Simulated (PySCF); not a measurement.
Vertical excitations of a molecule C3H7NOSi from TDA-PBE/def2-SVPD run with PySCF 2.14.0, as energy in eV (oscillator strength): 5.39 (0.004), 5.47 (0.004), 5.67 (0.003), 5.74 (0.029), 5.96 (0.006), 6.18 (0.007), 6.28 (0.015), 6.40 (0.001), 6.57 (0.031), 6.64 (0.022). Lowest triplet (TDA): 4.91 eV. The structure is a stationary point at B3LYP-D3(BJ)/def2-SVP. One conformer was computed; it need not be the lowest.

Q: Which structure fits?
A. C#C[Si@H](N)OC
B. C#C[Si@H](O)CN
C. CC1=CO[Si@H]1N
D. C#CC[Si@@H](N)O

A: A, C#C[Si@H](N)OC
